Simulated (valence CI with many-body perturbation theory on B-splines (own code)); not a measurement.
**Missing levels of Tb L**

Computed by valence CI with perturbative core correlation (CI+MBPT): six valence electrons over a frozen Dirac-Fock core [Ne], a basis of 9 s, 9 p, 8 d, 6 f, 3 g, 1 h functions for each j, with the one-electron correlation potential Σ1, the two-electron term Σ2, the three-electron term Σ3, Breit, model QED; selected CI, second order for the rest, scaled by the run's own slope (own B-spline code, finite nucleus).

No measured spectrum was set against this ion. As an estimate, large intervals hold to a few tenths of a per cent, small ones and those within an open d or f shell to about a per cent. Among the levels kept, up to 1100 cm⁻¹ of a level comes from second order outside the variational space, and about a tenth of that is noise between levels of different J, which matters for small intervals.

| Level | E (eV) |
| --- | --- |
| (3s^2 3p1/2^2 3p3/2^2) J=2 | 0.00 |
| (3s^2 3p1/2^2 3p3/2^2) J=0 | 16.58 |
| (3s^2 3p1/2 3p3/2^3) J=1 | 185.45 |
| (3s^2 3p1/2 3p3/2^3) J=2 | 193.86 |
| (3s^2 3p1/2^2 3p3/2 3d3/2) J=2 | 198.24 |
| (3s^2 3p1/2^2 3p3/2 3d3/2) J=1 | ? |
| (3s^2 3p1/2^2 3p3/2 3d3/2) J=0 | 205.36 |
| (3s^2 3p1/2^2 3p3/2 3d3/2) J=3 | ? |
| (3s^2 3p1/2^2 3p3/2 3d5/2) J=4 | 245.47 |
| (3s^2 3p1/2^2 3p3/2 3d5/2) J=2 | 248.90 |
| (3s^2 3p1/2^2 3p3/2 3d5/2) J=3 | ? |
| (3s^2 3p1/2^2 3p3/2 3d5/2) J=1 | ? |
| (3s 3p1/2^2 3p3/2^3) J=2 | 336.92 |
| (3s 3p1/2^2 3p3/2^3) J=1 | ? |
| (3s^2 3p1/2 3p3/2^2 3d3/2) J=2 [a] | 375.96 |
| (3s^2 3p1/2 3p3/2^2 3d3/2) J=0 | 376.86 |
| (3s^2 3p1/2 3p3/2^2 3d3/2) J=1 [a] | 377.56 |
| (3s^2 3p1/2 3p3/2^2 3d3/2) J=3 [a] | ? |
| (3s^2 3p3/2^4) J=0 | 385.59 |
| (3s^2 3p1/2 3p3/2^2 3d3/2) J=4 | 390.43 |

Levels are named by their leading jj configuration (3d3/2^4 stands for four electrons in 3d with j = 3/2), which in mixed levels can hold well under half, so a name can repeat and another be missing. Letters in brackets count levels of one name in rising energy.

(1) The levels stand in rising order. What does the calculation give for the missing energies?

Answers

(1) (3s^2 3p1/2^2 3p3/2 3d3/2) J=1 204.75; (3s^2 3p1/2^2 3p3/2 3d3/2) J=3 205.60; (3s^2 3p1/2^2 3p3/2 3d5/2) J=3 266.79; (3s^2 3p1/2^2 3p3/2 3d5/2) J=1 275.66; (3s 3p1/2^2 3p3/2^3) J=1 354.80; (3s^2 3p1/2 3p3/2^2 3d3/2) J=3 [a] 382.69.
